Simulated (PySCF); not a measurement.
A PySCF script (with the pyscf-properties extension) for the NMR shieldings of `BNB[C@H]1C[C@@](F)(C=C)C1`, C6H12B2FN, on a GFN2-xTB geometry:

```python
import basis_set_exchange as bse
import numpy as np
from pyscf import gto, dft
from pyscf.prop import nmr

atoms = """
B     3.289359    0.596811    0.259914
N     2.631588    0.265554   -0.942296
B     1.439750   -0.462995   -1.166167
C     0.558780   -0.993284    0.039695
C    -0.099193    0.106181    0.914277
C    -1.459782   -0.232336    0.280506
F    -2.455075   -0.465175    1.216558
C    -1.924837    0.748047   -0.743415
C    -3.118047    1.311972   -0.764474
C    -0.852719   -1.521237   -0.302276
H     4.273875    1.230580    0.210390
H     2.853030    0.232648    1.279392
H     3.090677    0.590996   -1.783137
H     1.117084   -0.661859   -2.279615
H     1.138389   -1.699384    0.638075
H     0.249631    1.125962    0.767319
H    -0.094964   -0.126043    1.976683
H    -1.176899    0.963670   -1.494490
H    -3.856606    1.090969   -0.012643
H    -3.400183    2.013551   -1.530540
H    -1.067740   -1.706498   -1.352789
H    -1.146527   -2.388744    0.284753
"""
names = dict.fromkeys(["B", "N", "C", "F", "H"], "pcSseg-1")
basis = {el: gto.basis.parse(bse.get_basis(n, elements=[el], fmt="nwchem")) for el, n in names.items()}
mol = gto.M(atom=atoms, basis=basis, charge=0, verbose=0)
mf = dft.RKS(mol, xc="PBE0")
mf.grids.level = 2
mf.grids.alignment = dft.numint.BLKSIZE   # the property module wants whole blocks of grid points
mf.conv_tol = 1e-9
mf.kernel()

calc = nmr.RKS(mf)   # GIAO
C = mf.mo_coeff
Co = C[:, mf.mo_occ > 0]
resp = mf.gen_response(singlet=True, hermi=2)
def vind(x):   # induced exchange potential for any number of trial vectors
    d = np.einsum("pi,xij,qj->xpq", C, 2 * x.reshape(-1, C.shape[1], Co.shape[1]), Co, optimize=True)
    return np.einsum("xpq,pi,qj->xij", resp(d - d.transpose(0, 2, 1)), C, Co, optimize=True).ravel()
mo1, _ = nmr.rhf.solve_mo1(calc, with_cphf=vind)
sigma = calc.kernel(mo1)
for i, s in enumerate(sigma):   # ppm
    print("%2d %-2s %9.2f" % (i, mol.atom_pure_symbol(i), np.trace(s) / 3))
```

Q: Give the expected output.

A: 
```
 0 B      51.59
 1 N      80.24
 2 B      42.05
 3 C     172.74
 4 C     143.00
 5 C      90.74
 6 F     341.27
 7 C      40.36
 8 C      70.68
 9 C     145.58
10 H      26.22
11 H      26.18
12 H      24.16
13 H      25.66
14 H      29.64
15 H      29.78
16 H      28.55
17 H      25.64
18 H      26.02
19 H      26.36
20 H      29.27
21 H      28.76
```

These numbers come from an equivalent density-fitted implementation of the same equations, which agrees with the script to about 0.01 ppm for H and up to a few tenths of a ppm for heavy atoms, so last digits may differ.

Size and cost of the density-fitted run: 230 basis functions, 2.9 min wall time on 1 thread of an Intel Xeon, shared host; peak memory 1 GiB.
